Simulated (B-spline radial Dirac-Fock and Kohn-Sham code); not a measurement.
The Be-like isoelectronic sequence (4 electrons), Z = 4 to 17

Calculated with a radial atomic solver, using Dirac-Fock (average of configuration) total-energy differences with a finite nucleus, the Breit interaction including its frequency dependence, and self-energy and vacuum-polarisation corrections. Binding energies in eV, tabulated ground configurations ([He] 2s2 throughout). Electron correlation is not included.

```
  ion      1s  outermost level  NIST ionisation energy
   Be   123.3        8.05 (2s)                9.322699
   B⁺   217.7       23.45 (2s)                25.15483
  C²⁺   339.4       45.80 (2s)                47.88778
  N³⁺   488.4       75.02 (2s)                 77.4735
  O⁴⁺   664.7       111.1 (2s)                 113.899
  F⁵⁺   868.3       154.0 (2s)                157.1631
 Ne⁶⁺  1099.3       203.8 (2s)         207.271 ± 0.012
 Mg⁸⁺  1643.4       323.9 (2s)           327.99 ± 0.04
 Al⁹⁺  1956.6       394.3 (2s)           398.65 ± 0.06
Si¹⁰⁺       ?                ?                       ?
 P¹¹⁺  2665.5       555.7 (2s)            560.62 ± 0.1
 S¹²⁺  3061.4       646.8 (2s)           651.96 ± 0.12
Cl¹³⁺  3484.9       744.9 (2s)           750.23 ± 0.19
```

Question: Fill in the row of Si¹⁰⁺.

Answer: 1s 2297.3, outermost 471.6 (2s), NIST 476.273 ± 0.019 eV.

NIST's values are for the lowest levels; a dash marks a value that is missing or belongs to another shell. Their kind here: measured, semi-empirical.
